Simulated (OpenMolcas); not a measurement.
Ni3+: moving the ligands

Ni3+ with 4 ligands (sulfide) in tetrahedral coordination (Td) at 2.25 Å. A charge of +1.25 e stands 2.6 Å behind each ligand. Ligand basis ANO-RCC-VDZP.

| Item | Value |
| --- | --- |
| Program | OpenMolcas 26.06 |
| Method | CASSCF |
| Basis | ANO-RCC-VTZP [6s5p3d2f1g] |
| Scalar Hamiltonian | DKH2, point nucleus |
| Active space | 7 electrons in 5 orbitals (3d) |
| State averaging | 2S+1 = 4 even, 10 roots; 2S+1 = 2 even, 40 roots |
| Spin-orbit coupling | RASSI with atomic mean-field integrals over the reference wave functions |

Runs around this geometry, states (labels of Td). Energies in cm-1 above the lowest state or level, χT in cm3 K/mol.

```csv
R (Å),Ground state,First state of that spin,First gap with spin-orbit (degeneracies),χT at 300 K,First state of another spin
2.18,4A2,4T2 3119,"2926 (4, 4)",2.875,2E 18666
2.25,4A2,4T2 2776,"2577 (4, 4)",3.010,2E 19171
2.36,4A2,4T2 2306,"2104 (4, 4)",3.230,2E 19687
```

Taking the first state of the same spin as R^-n, n = -ln(2306 / 3119) / ln(2.36 / 2.18) = 3.8 between the shortest and longest distance.

Without dynamic correlation the repulsion within the d shell is too large (B by tens of per cent), so at a given field states of lower spin stand too high. The sulfide ions are held by bare point charges, a crude embedding. Ligand-to-metal charge-transfer states are missing. This ion would oxidise such ligands; the complex is a model and need not exist. With no ligand orbital active B as a rule stays too high, so bands that hang on it stand too high and its fall with covalency is understated. With metal d orbitals alone and no dynamic correlation the field as a rule comes out too small, by tens of per cent, by up to half for chloride and softer ligands, and the orbital part of g and χT, which goes as 1/10Dq, too large. No measured value stands beside these numbers; the geometry was imposed, not optimised, and the real ion may take another.
